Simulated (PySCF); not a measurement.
A PySCF script (with the pyscf-properties extension) for the NMR shieldings of `InChI=1S/C4H11F3N2Si/c1-2-8-10-9-3-4(5,6)7/h8-9H,2-3,10H2,1H3`, on a GFN2-xTB geometry:

```python
import basis_set_exchange as bse
import numpy as np
from pyscf import gto, dft
from pyscf.prop import nmr

atoms = """
C     3.719487   -0.494440    0.121607
C     2.660548    0.544028    0.475757
N     1.332968   -0.002550    0.340474
Si   -0.024103    0.933801   -0.104018
N    -1.297137   -0.228436   -0.131817
C    -2.636832    0.131898   -0.454006
C    -3.623222   -0.698575    0.361704
F    -4.899646   -0.396538    0.068345
F    -3.483763   -2.014488    0.133503
F    -3.480710   -0.522456    1.679496
H     3.644170   -1.353386    0.785319
H     3.578219   -0.834515   -0.900841
H     4.714427   -0.067804    0.217050
H     2.734999    1.397396   -0.199838
H     2.836494    0.913865    1.496138
H     1.191474   -0.791794    0.953922
H    -0.487635    1.980956    0.819483
H     0.291074    1.536859   -1.407826
H    -1.081824   -1.179483   -0.387668
H    -2.897601   -0.016863   -1.513514
H    -2.800307    1.179466   -0.199039
"""
names = dict.fromkeys(["C", "N", "Si", "F", "H"], "pcSseg-1")
basis = {el: gto.basis.parse(bse.get_basis(n, elements=[el], fmt="nwchem")) for el, n in names.items()}
mol = gto.M(atom=atoms, basis=basis, charge=0, verbose=0)
mf = dft.RKS(mol, xc="PBE0")
mf.grids.level = 2
mf.grids.alignment = dft.numint.BLKSIZE   # the property module wants whole blocks of grid points
mf.conv_tol = 1e-9
mf.kernel()

calc = nmr.RKS(mf)   # GIAO
C = mf.mo_coeff
Co = C[:, mf.mo_occ > 0]
resp = mf.gen_response(singlet=True, hermi=2)
def vind(x):   # induced exchange potential for any number of trial vectors
    d = np.einsum("pi,xij,qj->xpq", C, 2 * x.reshape(-1, C.shape[1], Co.shape[1]), Co, optimize=True)
    return np.einsum("xpq,pi,qj->xij", resp(d - d.transpose(0, 2, 1)), C, Co, optimize=True).ravel()
mo1, _ = nmr.rhf.solve_mo1(calc, with_cphf=vind)
sigma = calc.kernel(mo1)
for i, s in enumerate(sigma):   # ppm
    w = np.linalg.eigvalsh((s + s.T) / 2)
    print("%2d %-2s iso %8.1f  s11 %8.1f  s22 %8.1f  s33 %8.1f" % (i, mol.atom_pure_symbol(i), w.mean(), *w))
```

**Question.** What does it print?

**Answer.** 
```
 0 C  iso    164.6  s11    146.5  s22    160.5  s33    186.9
 1 C  iso    147.6  s11    125.0  s22    147.8  s33    170.1
 2 N  iso    231.4  s11    184.8  s22    240.2  s33    269.2
 3 Si iso    381.5  s11    334.9  s22    369.6  s33    439.9
 4 N  iso    251.4  s11    207.0  s22    258.0  s33    289.1
 5 C  iso    138.9  s11    116.3  s22    140.5  s33    160.0
 6 C  iso     52.1  s11     48.1  s22     52.0  s33     56.3
 7 F  iso    261.8  s11    172.8  s22    265.5  s33    347.0
 8 F  iso    267.9  s11    179.3  s22    271.6  s33    352.8
 9 F  iso    262.9  s11    179.3  s22    263.5  s33    346.0
10 H  iso     30.7  s11     27.0  s22     29.2  s33     35.8
11 H  iso     30.4  s11     26.9  s22     28.8  s33     35.6
12 H  iso     30.6  s11     26.2  s22     27.5  s33     38.0
13 H  iso     29.0  s11     23.8  s22     29.4  s33     33.9
14 H  iso     28.5  s11     22.3  s22     28.2  s33     35.0
15 H  iso     31.8  s11     22.7  s22     33.0  s33     39.6
16 H  iso     26.6  s11     23.1  s22     25.4  s33     31.3
17 H  iso     26.6  s11     23.2  s22     25.1  s33     31.4
18 H  iso     31.5  s11     21.8  s22     32.6  s33     40.2
19 H  iso     28.1  s11     22.5  s22     28.0  s33     33.9
20 H  iso     28.5  s11     23.9  s22     29.1  s33     32.6
```

These numbers come from an equivalent density-fitted implementation of the same equations, which agrees with the script to about 0.01 ppm for H and up to a few tenths of a ppm for heavy atoms, so last digits may differ.

**Question.** Turn these shieldings into chemical shifts. Shifts are taken against calculated references (same method and geometry level): 13C (σref 186.93), 29Si (σref 349.16), 1H (σref 31.72) vs TMS; NH3 for 15N (σref 267.73); 19F (σref 170.95) against CFCl3.

**Answer.** Averaging equivalent atoms: C 6: 134.8; C 5: 48.0; C 1: 39.3; C 0: 22.3; N 2: 36.3; N 4: 16.4; Si 3: -32.3; F 7/8/9: -93.3; H 16/17: 5.13; H 19/20: 3.38; H 13/14: 2.94; H 10/11/12: 1.16; H 18: 0.18; H 15: -0.07 ppm. Unscaled 19F shifts against computed CFCl3 carry errors that often reach 10 to 50 ppm. Experimental scales use liquid or dissolved standards, which lie at an offset from isolated NH3 (liquid NH3: subtract about 20 ppm).

Size and cost of the density-fitted run: 232 basis functions, 70 s wall time on 1 thread of an Intel Xeon Platinum 8259CL, shared host; peak memory 1.1 GiB.
